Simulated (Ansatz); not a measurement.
Reaction (SMILES): N[CH2][GeH2][CH2]N [aminomethylgermylmethanamine] → [CH3][Ge]([CH3])([NH2])[NH2] [[diamino(methyl)germyl]methane]
Structures are relaxed separately at B3LYP-D3(BJ)/def2-TZVP in Ansatz (a first-principles code), one conformer each, not searched for the lowest.

Property: isomerisation energy (electronic energy difference), in kJ/mol. Valence correlation only, unless marked. Spin-orbit coupling is left out. Frozen are the shells of the preceding noble gas and the d and f shells that filled before the atom's block. No relativistic terms. CBS marks a two-point X^-3 extrapolation of the correlation energy; Hartree-Fock from the larger set.

CCSD(T)/CBS(cc-pVTZ,cc-pVQZ) (Ansatz) gives -225.9 kJ/mol.

Another calculation gave -206.0 kJ/mol. Which level was it?
A. LC-wPBE/def2-TZVPD (Ansatz)
B. B2GP-PLYP/def2-TZVPD (Ansatz)
C. SVWN5/def2-TZVPD (Ansatz)

A, LC-wPBE/def2-TZVPD (Ansatz). The others give -220.3 (B2GP-PLYP), -186.6 (SVWN5) kJ/mol.
